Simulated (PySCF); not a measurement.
Ta(Cl)4(SH) (Cl4HSTa), SMILES [SH][Ta]([Cl])([Cl])([Cl])[Cl], multiplicity 1.

Coordinates come from a PBE0-D3(BJ)/def2-SVP optimisation. The multiplicity is an assumed one; no other spin state was optimised. The structure was generated by enumeration; whether it is a known compound was not checked. The def2 effective core potentials stand for the cores of Ta; spin–orbit coupling is left out. One conformer was computed; it need not be the lowest.

The numbers are results of B3LYP/def2-TZVP in PySCF, not measurements.

Symmetry labels are those of the subgroup Cs that the program uses (full group Cs).

Computed valence orbital energies around the gap with their symmetry:
| orbital | symmetry | energy (eV) |
|---|---|---|
| HOMO−7 | A" | -10.19 |
| HOMO−6 | A' | -10.16 |
| HOMO−5 | A' | -9.72 |
| HOMO−4 | A" | -9.46 |
| HOMO−3 | A' | -9.16 |
| HOMO−2 | A" | -9.01 |
| HOMO−1 | A' | -8.80 |
| HOMO | A" | -8.15 |
| LUMO | A' | -3.91 |
| LUMO+1 | A" | -3.68 |
| LUMO+2 | A' | -2.86 |
| LUMO+3 | A" | -2.74 |
